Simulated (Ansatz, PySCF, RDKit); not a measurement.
Dimer: N2 (SMILES N#N) (first 2 atoms) with PH3 (SMILES P); geometry from B3LYP-D3(BJ)/def2-TZVP, rigid monomers moved along the line of their centres of mass till N2···H6 is 3.77 Å.
(charge 0, multiplicity 1):
```xyz
6

N     -0.474     0.529    -0.259
N      0.544     0.139    -0.295
P      0.201    -0.286     4.217
H     -0.785    -0.903     3.405
H     -0.005     0.993     3.639
H      1.256    -0.610     3.326
```

Monomers are frozen at their geometry in the pair; levels with a basis set take the counterpoise correction. Rows marked so take none. RDKit's UFF carries no charges.

Cores are frozen in the correlated methods. CBS(a, b) extrapolates the correlation energy as X⁻³ and adds the Hartree–Fock energy of set b. Rows in 6-31G* carry no dispersion term and start afresh at each structure (6-31G* with six Cartesian d functions). MP2/6-31G* freezes PySCF's default core.

The values were computed with Ansatz (Gaussian basis) for Hartree–Fock, density functionals and correlated methods; PySCF for 6-31G* rows; RDKit for the force fields. Each number belongs to the level named beside it.

Q: Estimate the interaction energy that UFF returns for this input.

A: -0.3 kcal/mol

Ansatz is a first-principles code.
